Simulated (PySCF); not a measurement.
Mg(H)(OSiH3) (H₄MgOSi), SMILES [MgH][O][SiH3].

Geometry: B3LYP-D3(BJ)/def2-TZVP.

Method: B3LYP-D3(BJ)/def2-TZVP run with PySCF 2.14.0.

Frequencies are harmonic and unscaled.

Modes within 1.5 cm⁻¹ of each other (mostly degenerate sets) share a row, with their intensities summed.

| mode | ν (cm⁻¹) | IR (km/mol) | Raman (Å⁴/amu) | depolarisation | moving atoms (share of kinetic energy) |
|---|---|---|---|---|---|
| 1–2 | 82 | 0.4 | 0.8 | 0.75 | O 67 %, H 21 % |
| 3–4 | 327 | 555.8 | 6.4 | 0.75 | H 84 %, Mg 13 % |
| 5 | 505 | 11.5 | 15.9 | 0.19 | Mg 57 %, Si 34 % |
| 6–7 | 740 | 134.9 | 10.7 | 0.75 | H 83 %, Si 10 % |
| 8–9 | 969 | 170.4 | 29.2 | 0.75 | H 96 % |
| 10 | 1011 | 302.8 | 5.5 | 0.63 | H 91 %, Si 9 % |
| 11 | 1086 | 404.8 | 2.6 | 0.18 | O 77 %, Si 17 % |
| 12 | 1677 | 165.4 | 216.2 | 0.07 | H 96 % |
| 13–14 | 2179 | 400.0 | 174.5 | 0.75 | H 96 % |
| 15 | 2196 | 104.0 | 243.4 | 0.01 | H 99 % |
